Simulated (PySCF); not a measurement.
Simulated outer-valence photoelectron spectrum of `N#C[SiH2]C#N`. Theory: EOM-IP-CCSD/aug-cc-pVDZ in PySCF, restricted Hartree–Fock reference, frozen core, non-relativistic, gas phase, PBE0-D3(BJ)/def2-SVP geometry.

Each root has a Gaussian of 0.4 eV full width with its one-hole share as area; cross sections and vibrations are left out, and the highest printed point is 100.

```tsv
ionisation energy (eV)	intensity
12.5	0
12.6	1
12.7	4
12.8	12
12.9	31
13.0	60
13.1	87
13.2	100
13.3	96
13.4	87
13.5	85
13.6	87
13.7	82
13.8	69
13.9	54
14.0	39
14.1	23
14.2	10
14.3	3
14.4	1
14.5	1
14.6	2
14.7	7
14.8	17
14.9	30
15.0	36
15.1	31
15.2	19
15.3	8
15.4	3
15.5	4
15.6	11
15.7	22
15.8	33
15.9	35
16.0	26
16.1	14
16.2	5
16.3	1
16.4	0
```

Problem. Where are the maxima, and how many lines lie under the curve?

Solution. 4 maxima, at 13.2, 13.6, 15.0 and 15.9 eV, from 8 lines. At this width some lines have no maximum of their own.

Problem. List the lines with their holes.

Solution. 
```json
{"E (eV)": "13.08", "leading hole (HF orbital)": "HOMO", "area": "0.95", "Koopmans (eV)": "13.32"}
{"E (eV)": "13.20", "leading hole (HF orbital)": "HOMO-1", "area": "0.94", "Koopmans (eV)": "13.50"}
{"E (eV)": "13.29", "leading hole (HF orbital)": "HOMO-3", "area": "0.94", "Koopmans (eV)": "13.79"}
{"E (eV)": "13.60", "leading hole (HF orbital)": "HOMO-2", "area": "0.95", "Koopmans (eV)": "13.71"}
{"E (eV)": "13.64", "leading hole (HF orbital)": "HOMO-6", "area": "0.94", "Koopmans (eV)": "15.74"}
{"E (eV)": "13.93", "leading hole (HF orbital)": "HOMO-5", "area": "0.94", "Koopmans (eV)": "15.70"}
{"E (eV)": "15.01", "leading hole (HF orbital)": "HOMO-4", "area": "0.94", "Koopmans (eV)": "15.64"}
{"E (eV)": "15.87", "leading hole (HF orbital)": "HOMO-7", "area": "0.93", "Koopmans (eV)": "17.34"}
```

The widest gap, 1.08 eV, lies between 13.93 and 15.01 eV. Only orbitals with −ε under 21 eV, eight at most, were ionised, so the high end of the curve may lack lines.
